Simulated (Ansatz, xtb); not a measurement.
System: HgBr, charge 0, multiplicity 2. The spin state was set by rule; other spins were not relaxed. 
Coordinates optimised at B3LYP-D3(BJ)/def2-TZVP (Ansatz, a first-principles code):
```
Hg
Br 1 2.6164
```
Charge 0, spin multiplicity 2.

Harmonic wavenumbers from GFN2-xTB (xtb, at its own minimum), cm⁻¹: 37.

Q: Give the harmonic wavenumbers at B3LYP-D3(BJ)/def2-TZVP (Ansatz, finite differences of forces, unscaled).

A: 152 cm⁻¹. Zero-point energy 0.2 kcal/mol.

Q: From these and the geometry, give the ideal-gas thermochemistry at 298.15 K and 1 atm (rigid rotor, harmonic oscillator).

A: Point group C∞v, rotational symmetry number 1. Rotational constants 1.292, 1.292 GHz. S(trans) 42.79, S(rot) 18.83, S(vib) 2.64, S(elec, spin only) 1.38, S 65.6 cal/(mol K). H(298) - H(0) 2.47 kcal/mol; G - E(el) -16.9 kcal/mol.
